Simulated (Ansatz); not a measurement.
`[SiH3]CC(Cl)Cl` + `C=NCO` → `C=NCO[SiH3]` + `CC(Cl)Cl`  (ligand exchange at the Si–C bond)

Program: Ansatz. Geometries: PBE0-D4/def2-TZVP. ΔE: electronic, gas phase. CCSD(T)/CBS is the MP2 limit (def2-TZVPP, def2-QZVPP) plus CCSD(T) − MP2 in def2-TZVPP, frozen cores. Functionals use def2-TZVPP. B3LYP here is the variant with VWN-RPA as its local correlation; programs differ in this. Each species was taken in one conformer, which may not be the lowest.

`[SiH3]CC(Cl)Cl`:

Z-matrix (Å, degrees):
```
Si
C 1 1.892
H 1 1.486 2 107.8
H 1 1.482 2 111.9 3 120.1
H 1 1.487 2 109.2 3 -118.4
C 2 1.505 1 114.2 3 161.5
H 2 1.093 1 109.5 3 -75.3
H 2 1.095 1 108.3 3 41.1
Cl 6 1.780 2 111.3 1 58.8
Cl 6 1.782 2 111.6 1 -178.1
H 6 1.088 2 112.3 1 -59.6
```

`C=NCO`:

```xyz
9

C    -0.543   -0.124    1.422
N     0.147   -0.557    0.464
C     0.027    0.101   -0.813
O     1.291    0.387   -1.336
H    -0.480   -0.615    2.392
H    -1.219    0.738    1.336
H    -0.509    1.057   -0.754
H    -0.536   -0.578   -1.470
H     1.823   -0.410   -1.241
```

`C=NCO[SiH3]`:

```xyz
12

C     0.274    1.641    1.637
N    -0.603    0.739    1.673
C    -0.675   -0.221    0.623
O     0.288   -0.049   -0.390
Si    0.387   -1.002   -1.727
H     1.004    1.739    0.831
H     0.307    2.362    2.453
H    -1.686   -0.160    0.200
H    -0.566   -1.212    1.084
H    -0.883   -0.951   -2.503
H     0.645   -2.418   -1.348
H     1.509   -0.471   -2.534
```

`CC(Cl)Cl`:

Z-matrix (Å, degrees):
```
C
C 1 1.504
H 1 1.090 2 110.4
H 1 1.091 2 109.6 3 120.1
H 1 1.091 2 109.6 3 -120.1
Cl 2 1.777 1 110.8 3 61.5
Cl 2 1.777 1 110.8 3 -61.5
H 2 1.087 1 112.5 3 180.0
```

```
         species  B3LYP-D4 energy (Eh)
`[SiH3]CC(Cl)Cl`           -1289.84983
         `C=NCO`            -209.25862
   `C=NCO[SiH3]`            -500.02482
      `CC(Cl)Cl`            -999.12299
```

**Question.** Work out ΔE.

**Answer.** ΔE = (-500.02482) + (-999.12299) − (-1289.84983) − (-209.25862) = -0.03936 Eh = -103.3 kJ/mol. CCSD(T)/CBS gives -99.3 kJ/mol.

Largest T1 diagnostic among the species: 0.012.

From PBE to PBE0 (25 % exact exchange), in def2-TZVPP and without D4, ΔE moves by −3.6 kJ/mol. The D4 term adds +3.6 kJ/mol with B3LYP and +1.9 kJ/mol with PBE0; it sums over pairs of atoms, weighted by their polarisabilities, and B3LYP, whose exchange is more repulsive, gets the larger term. In def2-TZVPP, CCSD(T) changes the Hartree–Fock value by +21.5 kJ/mol (the triples alone add +3.0 kJ/mol) and MP2 by +20.2 kJ/mol.
